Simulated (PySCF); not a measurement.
(3Z)-hexa-1,3-dien-5-yne (C6H6), SMILES C#C/C=C\C=C. Coordinates come from a B3LYP-D3(BJ)/def2-SVP optimisation. Other conformers were not sampled.

Calculation: B3LYP-D3(BJ)/def2-SVP run with PySCF.

Harmonic wavenumbers (cm⁻¹): 128, 144, 273, 306, 429, 482, 661, 697, 697, 713, 810, 903, 939, 988, 994, 1046, 1157, 1253, 1303, 1379, 1453, 1639, 1701, 2200, 3137, 3151, 3163, 3171, 3238, 3471. Rotational constants (GHz): 9.787, 1.944, 1.622; symmetry number 1.

Question: Work out the zero-point energy and the ideal-gas rigid-rotor harmonic-oscillator thermochemistry at 298.15 K and 1 atm.

Answer: ZPE = ½ Σ hcν = ½ × 41624 cm⁻¹ = 59.50 kcal/mol. H − E(el) = 64.09 kcal/mol. Entropy in cal/(mol K): translation 38.98, rotation 26.75, vibration 12.41, total 78.14. G − E(el) = 40.80 kcal/mol. Cp = 24.78 cal/(mol K). Modes under 150 cm⁻¹ make the vibrational entropy uncertain.
